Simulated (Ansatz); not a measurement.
FH5O2Si2 can be A, `O[SiH2][SiH](O)F`, or B, `O[Si](O)(F)[SiH3]`.

Program: Ansatz. Geometries: PBE0-D4/def2-TZVP. ΔE: electronic, gas phase. CCSD(T)/CBS is the MP2 limit (def2-TZVPP, def2-QZVPP) plus CCSD(T) − MP2 in def2-TZVPP, frozen cores. DFT in def2-TZVPP. B3LYP here is the variant with VWN-RPA as its local correlation; programs differ in this. One conformer a species, not always the lowest.

A:

Z-matrix (Å, degrees):
```
Si
Si 1 2.352
O 1 1.663 2 99.7
H 1 1.490 2 114.4 3 -118.9
H 1 1.492 2 113.0 3 118.0
F 2 1.602 1 108.9 3 100.6
O 2 1.635 1 105.6 3 -18.6
H 2 1.480 1 117.9 3 -138.7
H 3 0.958 1 118.7 2 -177.8
H 7 0.962 2 115.4 1 24.7
```

B:

Z-matrix (Å, degrees):
```
Si
O 1 1.625
F 1 1.602 2 111.0
O 1 1.637 2 107.7 3 -116.6
Si 1 2.332 2 108.3 3 118.5
H 2 0.960 1 118.4 3 79.1
H 4 0.959 1 118.1 2 157.2
H 5 1.488 1 109.1 2 -180.0
H 5 1.486 1 110.6 2 -60.2
H 5 1.486 1 109.9 2 60.8
```

Problem. Which is lower in electronic energy at CCSD(T)/CBS, and by how much? (Estimate.)

Solution. Ansatz gave: B, by 10.5 kcal/mol.

Problem. Give E(B) − E(A) in kcal/mol with CCSD(T)/def2-SVP, CCSD(T)/def2-TZVPP, B3LYP, B2PLYP, HF/def2-TZVPP, PBE0-D4, r2SCAN-D4. (Best estimate.)

Solution. The calculation gave: CCSD(T)/def2-SVP -10.7, CCSD(T)/def2-TZVPP -10.9, B3LYP -10.1, B2PLYP -10.3, HF/def2-TZVPP -10.7, PBE0-D4 -10.8, r2SCAN-D4 -11.1. None reverses the order clearly.

Problem. Does the order hold for the free energy at 298.15 K (harmonic terms from PBE0-D4)? (An estimate is asked.)

Solution. Ansatz gave: Yes: G(B) − G(A) = -11.2 kcal/mol, for one conformer each. Modes under 60 cm⁻¹, often nearly free rotors, make the harmonic entropy too high.

Largest T1 diagnostic: 0.013.

From BLYP to BHLYP (50 % exact exchange), in def2-TZVPP and without D4, E(B) − E(A) moves by −0.8 kcal/mol. Leaving LDA and LC-ωPBE aside and taking each functional with its dispersion term where it has one, the values, not all of them listed here, spread over 1.4 kcal/mol, from r2SCAN0-D4 to BLYP-D4. LDA lies −1.0 kcal/mol from PBE without D4.
